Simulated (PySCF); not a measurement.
## C₆ coefficients of unlike pairs at PBE0

Calculated with PySCF 2.14 from the dipole response of each species, C₆(A,B) = (3/π) ∫ α_A(iu) α_B(iu) du, in atomic units, from isotropic polarisabilities. For ions this is the dispersion term alone; charge-induced terms of lower order in 1/R come first.

```csv
species,configuration,basis,relativity,α (bohr³),C₆ (like pair)
Ca²⁺,[Ar] (1S),"x2c-TZVPPall with one added diffuse shell each of s, p, d type (7s6p4d)",spin-free X2C,3.246,10.49
Br,[Ar] 3d10 4s2 4p5 (2P),aug-cc-pVTZ-PP with ECP10MDF (6s5p4d2f),core potential,21.30,172.0
W²⁺,[Xe] 4f14 5d4 (5D),aug-cc-pwCVTZ-PP with ECP60MDF (8s8p7d4f3g),core potential,13.09,77.48
Cl,[Ne] 3s2 3p5 (2P),aug-cc-pwCVQZ (10s9p7d5f3g),none,15.01,94.92
```

(1) Estimate C₆ for W²⁺ with Br.

No spin-orbit coupling is included.

The other pairs:

```tsv
pair	C₆
Cl, Ca²⁺	29.30
Cl, Br	127.6
W²⁺, Ca²⁺	27.50
Cl, W²⁺	85.03
Br, Ca²⁺	38.69
```

## Answers

(1) The integral gives 113.8. The combination rule 2 C_A C_B / (C_A α_B/α_A + C_B α_A/α_B) gives 115.0 and the geometric mean 115.5.
